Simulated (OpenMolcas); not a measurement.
## Lines of Ag3+: computed and rescaled rates

```
Program             : OpenMolcas
Method              : SS-CASPT2, IPEA 0.25 Eh, imaginary shift 0.1 Eh (closed shells correlated: 4s 4p)
Basis               : ANO-RCC-VQZP [8s7p5d3f2g1h]
Scalar Hamiltonian  : DKH2, point nucleus
Active space        : 8 electrons in 10 orbitals (4d 5d)
State averaging     : 2S+1 = 3 even, 10 roots; 2S+1 = 1 even, 15 roots
Spin-orbit coupling : state interaction with AMFI integrals over the reference wave functions, term energies averaged over their components
```

Rates come from the transition moments of the reference wave functions (E1 and E2 in the length form). At fixed line strength A goes as λ^-3 for E1 and M1 and as λ^-5 for E2, so a rate at the computed wavelength can be rescaled to the measured one. Measured vacuum wavelengths follow from level energies in the list in Gamrath, thesis, University of Mons (2023). Branching counts decays inside the model space alone, at computed energies, and the table is only a selection of the E2 and M1 lines, drawn from those between levels with measured partners whose computed energy lies within a factor of 1.5 of the measured one.

```tsv
Upper	Lower	Type	λ computed (nm)	λ measured (nm)	A computed (s-1)	A rescaled (s-1)	Branching %
4d8 1S0	4d8 3P1	M1	314.7	320.1	4.36e+01		68.2
4d8 1S0	4d8 3F2	E2	235.2	242.1	4.67e+00		7.3
4d8 1G4	4d8 3F4	M1	473.2	486.1	2.77e+00		75.6
4d8 3F3	4d8 3F4	M1	2459	2397	1.74e+00	1.88e+00	100.0
4d8 1G4	4d8 3F3	M1	586	609.8	8.84e-01		24.1
4d8 3P1	4d8 3F2	M1	931.6	993	4.45e-01		31.0
4d8 3F2	4d8 3F3	M1	6146	6035	1.30e-01	1.37e-01	100.0
4d8 3P0	4d8 3F2	E2	915	974.4	3.49e-02	2.55e-02	98.7
4d8 3P1	4d8 3F3	E2	809	852.7	3.48e-02	2.68e-02	2.4
4d8 3P0	4d8 3P1	M1	51350	51920	3.90e-04	3.77e-04	1.1
```

Spin-changing lines and M1 lines between different terms are not rescaled, since their strength hangs on the term gaps too.

The largest correction is for 4d8 3P0 → 4d8 3F2 (E2): 3.49e-02 × (915 / 974.4)^5 = 2.55e-02 s-1, a factor of 0.73.

The computed rate and branching of 4d8 3F3 → 4d8 3F4 give the upper level a radiative lifetime of 1.000 / 1.74e+00 s-1 = 5.75e-01 s, counting decays inside the model space alone. The rescaled rate gives about 5.3e-01 s.

These are rates of the free ion; in crystals, glasses and complexes forced electric-dipole and non-radiative decay shorten such lifetimes by orders of magnitude. No measured rate stands beside these. Rescaling mends the energy factor alone: line strengths can still be far off where a level mixes with configurations outside the active space, and weak or spin-changing lines hang on small mixing coefficients that depend on the term gaps too, so rescaling need not improve them.

CASPT2 breaks the degeneracy within a term, and the mean is taken; among the terms shown or strongly mixed into the levels shown the widest spread is 650 cm-1 (4d8 1G). Active for correlation alone: 5d; no level in the range computed is led by a configuration that fills it, so any true level of that kind is missing. Computed and measured levels are paired by configuration, term and J; levels that our copy of the source lacks, or whose pairing is in doubt (as where it misses far off the trend of its configuration), stay unpaired. Only configurations of the active space appear.
